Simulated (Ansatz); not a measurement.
One change: `C/C(O)=[N]\[SbH2]` becomes `C/N=C(\C)O`.

Ansatz, PBE0-D4/def2-TZVP geometries, multiplicity 1. Each molecule was computed in one conformer, which needn't be the lowest.

Elements past krypton have def2 core potentials.

```json
{"property": "LUMO energy (PBE/def2-TZVPP) / eV", "`C/C(O)=[N]\\[SbH2]`": "-1.31"}
{"property": "size of the dipole moment (PBE/def2-TZVPP) / D", "`C/C(O)=[N]\\[SbH2]`": "1.00"}
{"property": "HOMO energy (PBE0/def2-TZVPP) / eV", "`C/C(O)=[N]\\[SbH2]`": "-6.80"}
{"property": "HOMO–LUMO gap (PBE0/def2-TZVPP) / eV", "`C/C(O)=[N]\\[SbH2]`": "6.26"}
{"property": "HOMO energy (PBE/def2-TZVPP) / eV", "`C/C(O)=[N]\\[SbH2]`": "-5.67"}
{"property": "size of the dipole moment (B3LYP/def2-TZVPP) / D", "`C/C(O)=[N]\\[SbH2]`": "1.13"}
```

Problem. What does the change do to each property? (An estimate is asked.)

Solution. Ansatz gave: 
| property | `C/N=C(\C)O` | shift |
| --- | --- | --- |
| LUMO energy (PBE/def2-TZVPP) / eV | -0.37 | 0.94 |
| size of the dipole moment (PBE/def2-TZVPP) / D | 1.24 | 0.24 |
| HOMO energy (PBE0/def2-TZVPP) / eV | -7.30 | -0.50 |
| HOMO–LUMO gap (PBE0/def2-TZVPP) / eV | 8.02 | 1.76 |
| HOMO energy (PBE/def2-TZVPP) / eV | -5.86 | -0.19 |
| size of the dipole moment (B3LYP/def2-TZVPP) / D | 1.34 | 0.21 |

With PBE0 the HOMO falls by 0.50 eV and the LUMO rises by 1.25 eV, so the gap widens by about 1.75 eV. PBE moves the HOMO by -0.19 eV and ωB97M-V by -0.69 eV. Dipoles are sizes alone; their direction can turn.

B3LYP here is the variant with VWN-RPA as its local correlation; programs differ in this.

Spin–orbit coupling is left out; it splits and shifts lone-pair levels of the heavy atoms by tenths of an eV.
